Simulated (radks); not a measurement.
Species: Mo XI. Configuration: [Ar] 3d10 4s2 4p2.

All-electron calculation, scalar-relativistic Kohn-Sham, PBEsol, spin-polarised, spherical densities, finite nucleus; open shells are filled with parallel spins first (spin-orbit coupling, left out, can overturn this in heavy ions); Fermi nuclear charge, rms radius 4.4091 fm. Program: a radial shooting solver on a logarithmic mesh with Libxc functionals.

Energy parts (hartree):
| part | energy |
|---|---|
| total | -4015.77834 |
| kinetic | 4141.38493 |
| electron-nucleus | -9458.30485 |
| Hartree | 1416.47025 |
| exchange-correlation | -115.32866 |

Orbitals (lengths in bohr, moments of r in powers of bohr; r(max) is where P^2 peaks):
orbital  occ.  eigenvalue (hartree)     <r^2>   r(max)      <r>      <r^4>
1s up       1             -735.0530  0.001670  0.02288  0.03518  7.218e-06
1s down     1             -735.0355  0.001670  0.02288  0.03518  7.218e-06
2s up       1             -109.7805   0.02786   0.1296   0.1537   0.001335
2s down     1             -109.7699   0.02785   0.1296   0.1537   0.001335
2p up       3             -98.92051   0.02191   0.1036   0.1339  0.0009557
2p down     3             -98.90401   0.02191   0.1036   0.1339  0.0009557
3s up       1             -24.24196    0.2091   0.3830   0.4274    0.06745
3s down     1             -24.22131    0.2088   0.3830   0.4271    0.06714
3p up       3             -20.67648    0.2133   0.3761   0.4283    0.07373
3p down     3             -20.65302    0.2128   0.3762   0.4279    0.07324
3d up       5             -14.88068    0.2019   0.3206   0.4105    0.07758
3d down     5             -14.85566    0.2009   0.3206   0.4097    0.07649
4s up       1              -8.38805     1.128   0.9419    1.003      1.805
4s down     1              -8.22985     1.128   0.9382    1.002      1.814
4p up       2              -7.28860     1.269   0.9924    1.061      2.320
4p down     0              -7.13018     1.275   0.9894    1.063      2.355
4d up       0              -5.58907     1.584    1.089    1.179      3.740
4d down     0              -5.43968     1.609    1.090    1.187      3.882
5s up       0              -4.14784     3.972    1.883    1.887      21.36
5s down     0              -4.08071     4.026    1.892    1.900      21.96

The highest occupied level is 4p up at -198.33 eV. For comparison, the ionisation energy in NIST's Atomic Spectra Database is 209 eV (theoretical). In exact Kohn-Sham theory the highest level is minus the ionisation energy, but local and semilocal functionals leave it too shallow, through self-interaction and a potential that decays too fast; potentials with the right tail come closer. The electron density at the nucleus is 9.262e+04 e/bohr^3 (large components only). Summed over all electrons, <r^2> = 8.695 bohr^2, which gives a Langevin (diamagnetic) susceptibility term of -6.89 x 10^-6 cm^3/mol. The spin density at the nucleus is -2.510 e/bohr^3 (1s -1.178, 2s 0.247, 3s -0.059, 4s -1.520).
